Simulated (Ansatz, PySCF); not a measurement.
C₂H₄F, SMILES F[CH]C, multiplicity 2. Atoms are numbered in the order given.

```xyz
7

C     -1.1563     0.1732    -0.2878
C      0.3012     0.3831    -0.2041
F      0.9861    -0.5465     0.5023
H     -1.6015     0.9259    -0.9395
H     -1.6410     0.2481     0.6967
H     -1.3889    -0.8167    -0.6892
H      0.7794     1.3546    -0.1839
```
Charge 0, spin multiplicity 2.

Geometry: B3LYP-D3(BJ)/def2-TZVP. The isomer is the one that the SMILES or the coordinates give; other isomers of the formula were not compared.

Two levels are set side by side: PBE-D3(BJ)/def2-TZVP (Ansatz, an electronic-structure program) and B3LYP-D3(BJ)/def2-TZVP (Ansatz). Each level has its own optimised geometry; the coordinates shown are those of the second. Frequencies come from the Hessian of PySCF at each geometry. Differences are taken from unrounded values.

```csv
quantity,B3LYP-D3(BJ),PBE-D3(BJ),PBE-D3(BJ) minus B3LYP-D3(BJ)
mean bond length (Å),1.199,1.206,0.007
bond C1–C2 (Å),1.475,1.475,0.000
bond C2–F3 (Å),1.354,1.361,0.007
bond C1–H4 (Å),1.091,1.099,0.008
bond C1–H5 (Å),1.100,1.109,0.009
bond C1–H6 (Å),1.093,1.102,0.009
bond C2–H7 (Å),1.083,1.092,0.009
highest harmonic wavenumber (cm⁻¹),3178,3107,-71
mean harmonic wavenumber (cm⁻¹),1560,1516,-43
zero-point energy (kcal/mol),33.45,32.52,-0.93
```

GGA bonds tend to be longer and softer than those of functionals with exact exchange. Differences between two approximate levels are no errors against the true value.
